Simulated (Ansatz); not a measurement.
Input file for `F[SiH2]B[SiH3]`:

```yaml
crystal:
  periodic: [false, false, false]
  atoms:
    - {symbol: F, position_ang: [-2.182444, 0.965114, 0.116026]}
    - {symbol: Si, position_ang: [-0.884795, 1.317559, -0.764959]}
    - {symbol: B, position_ang: [0.679092, 0.146649, -0.357465]}
    - {symbol: Si, position_ang: [0.677797, -1.364731, 0.958035]}
    - {symbol: H, position_ang: [-1.278725, 1.188464, -2.195451]}
    - {symbol: H, position_ang: [-0.534081, 2.739025, -0.486548]}
    - {symbol: H, position_ang: [1.661601, 0.350798, -1.013311]}
    - {symbol: H, position_ang: [0.155072, -2.521329, 0.166383]}
    - {symbol: H, position_ang: [-0.236999, -1.145842, 2.109197]}
    - {symbol: H, position_ang: [2.026583, -1.726907, 1.470893]}
basis:
  gaussian: {orbitals: def2-TZVPP}
correlation: {method: ccsd_t}
output: {orbitals: {seedname: orbitals}}
```

```sh
$ ansatz run in.yaml --threads 2 --pin off --events-out ev --progress --plain --max-ram 4352MiB
```

Log, shortened:

```
Functional definition: HF
1338 factors; integrals over basis functions are off by at most 6.9e-4 eV
mean field evaluation 1: about -19196.8816 eV, gradient 2.9e1 eV
mean field evaluation 2: about -19197.0756 eV, gradient 3.0e1 eV
mean field evaluation 4: about -19199.6674 eV, gradient 3.6e0 eV
mean field evaluation 8: about -19199.7390 eV, gradient 1.3e-1 eV
mean field -19199.73918675 eV, -705.5774010623 hartree, gradient 2.7e-6 eV, S^2 0.000000; 0 other end points of the search recorded, 0 dependent functions left out
12 core orbitals not correlated: weight in the atoms' cores, before any rotation towards them, 1.000 or more for the frozen orbitals, at most 0.000 for the correlated occupied ones
reference -19199.73918675 eV, -705.5774010623 hartree; 12, 12 occupied and 206, 206 virtual orbitals, 1338 factors
second order -16.18363346 eV of doubles, -0.00000000 eV of singles
cycle   1  -17.12708020 eV  change   -9.4e-1 eV  update   9.8e-2
cycle   2  -17.62804605 eV  change   -5.0e-1 eV  update   3.2e-2
cycle   3  -17.73045865 eV  change   -1.0e-1 eV  update   1.6e-2
cycle   4  -17.71986493 eV  change    1.1e-2 eV  update   4.5e-3
cycle   5  -17.71846192 eV  change    1.4e-3 eV  update   1.8e-3
cycle   6  -17.71868140 eV  change   -2.2e-4 eV  update   7.0e-4
cycle   7  -17.71834168 eV  change    3.4e-4 eV  update   2.6e-4
cycle   8  -17.71835099 eV  change   -9.3e-6 eV  update   1.0e-4
cycle   9  -17.71842054 eV  change   -7.0e-5 eV  update   4.0e-5
cycle  10  -17.71841691 eV  change    3.6e-6 eV  update   1.5e-5
perturbative correction -0.54424770 eV, -0.0200007340 hartree
Total energy: -19218.00185136 eV, -706.2485416079 hartree
```

Hardware: 2 threads of an Arm Neoverse V2 on a shared host. Wall time 120 s, peak host memory 3.7 GiB.

Correlation energy per correlated electron: -0.761 eV. T1 diagnostic: 0.0131.
